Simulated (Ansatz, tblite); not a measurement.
Two members of one family (Same ligands, another metal), computed with Ansatz in the gas phase; def2 core potentials for Ag, no spin–orbit coupling. Singlets are spin-restricted. A dash marks a value that wasn't run or was left out as unsound. The structures are stationary points that may keep the symmetry of their start. Remarks come from the PBE and PBE0 runs and from stability tests at other levels; not every state was tested.

First: [CuCl4]- (singlet, charge -1, r2SCAN-D4/def2-SVPD geometry).

```xyz
5

Cu    0.000    0.000    0.000
Cl    1.227    1.164    1.426
Cl   -1.690    1.391    0.318
Cl   -1.229   -1.169   -1.420
Cl    1.693   -1.387   -0.324
```

| level | HOMO (eV) | LUMO (eV) | gap (eV) | vertical IE (eV) |
| --- | --- | --- | --- | --- |
| PBE-D4/def2-TZVPD | -2.24 | -1.74 | 0.50 | 4.83 |
| BLYP-D4/def2-TZVPD | -2.08 | -1.60 | 0.49 | – |
| r2SCAN-D4/def2-TZVPD | -2.53 | -1.89 | 0.64 | 5.07 |
| B3LYP-D4/def2-TZVPD | -3.34 | -1.36 | 1.98 | – |
| LC-ωPBE/def2-TZVPD | -6.39 | – | – | – |

Metal–donor distances: 4 × Cl 2.21 Å. The relaxed triplet lies at 0.38 eV (B3LYP-D4/def2-TZVPD) to 0.89 eV (LC-ωPBE/def2-TZVPD) from the singlet. Remarks: restricted, untested.

Second: [AgCl4]- (singlet, charge -1, r2SCAN-D4/def2-SVPD geometry).

| atom | x (Å) | y (Å) | z (Å) |
| --- | --- | --- | --- |
| Ag1 | 0.000 | 0.000 | 0.000 |
| Cl2 | 1.190 | 1.617 | -1.205 |
| Cl3 | 1.926 | -1.325 | 0.123 |
| Cl4 | -1.190 | -1.617 | 1.205 |
| Cl5 | -1.927 | 1.325 | -0.123 |

**Question.** Estimate the same table for the second.

**Answer.** 
```tsv
level	HOMO (eV)	LUMO (eV)	gap (eV)	vertical IE (eV)
PBE-D4/def2-TZVPD	-2.60	-1.61	0.99	5.13
BLYP-D4/def2-TZVPD	-2.45	-1.47	0.98	–
r2SCAN-D4/def2-TZVPD	-2.92	-1.77	1.15	5.39
B3LYP-D4/def2-TZVPD	-3.72	-1.29	2.42	–
LC-ωPBE/def2-TZVPD	-6.79	–	–	–
```

Metal–donor distances: 4 × Cl 2.34 Å. The relaxed triplet lies at 0.79 eV (BLYP-D4/def2-TZVPD) to 1.48 eV (LC-ωPBE/def2-TZVPD) from the singlet.
